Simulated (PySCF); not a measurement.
# Bond length, frequency and bond energy of BrF by level of theory

State: ¹Σ⁺ (singlet), closed shell. Set-up: PySCF, no relativity, basis sets Br def2-SVP, F def2-SVP. De refers to Br + F in their high-spin ground configurations, without counterpoise correction. A positive dipole means Br(−)F(+).

```
      Level  Re (Å)  ωe (cm⁻¹)  De (eV)  μ (D)  CPU s a point (SCF and correlation, without the integrals)
        RHF   1.742        751    0.241  -1.95                                                       0.066
    RHF-MP2   1.788        665     2.28    n/a                                                         0.1
RHF-SCS-MP2   1.794        650     2.17    n/a                                                         n/a
   RHF-CCSD   1.791        654     1.96    n/a                                                         n/a
RHF-CCSD(T)   1.801        629     2.09    n/a                                                         1.1
        PBE   1.801        641     3.03  -1.48                                                        0.64
       PW91   1.800        643     3.07  -1.48                                                        0.49
       BP86   1.804        638     2.98  -1.49                                                        0.47
     r²SCAN   1.786        662     2.58  -1.50                                                         0.8
      M06-L   1.795        639     2.59  -1.67                                                        0.82
       PBE0   1.772        688     2.49  -1.58                                                         1.3
  CAM-B3LYP   1.771        694     2.55  -1.64                                                        0.88
```

The bond length runs from 1.742 Å (RHF) to 1.804 Å (BP86). De spans 0.24 eV (RHF, mean field) to 3.07 eV (PW91, GGA). Correlation at CCSD(T) changes the Hartree–Fock bond energy by +1.85 eV; the triples alone change it by +0.13 eV.

Correlated steps freeze 10 core orbitals. Correlated levels converge slowly with the basis: in double zeta they bind strong bonds too weakly, by up to about 1 eV, and carry superposition errors of some tenths. Where the molecule has an RHF reference, its open-shell atoms are computed with UHF.

The whole job (state search and all levels along the bond) took about 1.6 min on 1 thread of Intel Xeon Platinum 8488C (shared host), peak memory 0.51 GiB.
